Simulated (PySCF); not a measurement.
r2SCAN on Tl⁻ (thallium, charge -1), [Xe] 4f14 5d10 6s2 6p2, high-spin 3P determinant. Calculation: PySCF 2.14, in def2-QZVPPD with the def2 core potential (60 electrons); scalar relativity through the core potential.

```
cycle= 1 E= -172.593763606445  delta_E= -0.0111  |g|= 0.0108  |ddm|= 0.347
cycle= 2 E= -172.593905362544  delta_E= -0.000142  |g|= 0.012  |ddm|= 0.121
cycle= 3 E= -172.59402652193  delta_E= -0.000121  |g|= 0.00268  |ddm|= 0.0305
cycle= 4 E= -172.594029783983  delta_E= -3.26e-06  |g|= 0.000382  |ddm|= 0.00622
cycle= 5 E= -172.594030081017  delta_E= -2.97e-07  |g|= 4.19e-05  |ddm|= 0.00407
cycle= 6 E= -172.5940300829  delta_E= -1.88e-09  |g|= 7.49e-06  |ddm|= 0.000286
cycle= 7 E= -172.594030082956  delta_E= -5.62e-11  |g|= 7.29e-07  |ddm|= 5.76e-05
converged SCF energy = -172.594030082956  <S^2> = 2.0049612  2S+1 = 3.0033056
```

Highest occupied orbital energy: 1.429 eV; ⟨L²⟩ = 2.01; populations by l: s 4.00, p 8.00, d 10.00, f 0.00.

(1) Can this result be used?

Answers

(1) With care. Self-consistency was reached. Energies and moments cover only the electrons outside the core potential. Spin-orbit coupling is strong in this species (close to jj coupling), so the high-spin LS determinant is a model state, not a physical level. At r2SCAN the highest occupied level has a positive energy, so only the finite basis holds that electron; in a semilocal or global hybrid functional this comes from self-interaction and does not mean that the real anion is unbound.
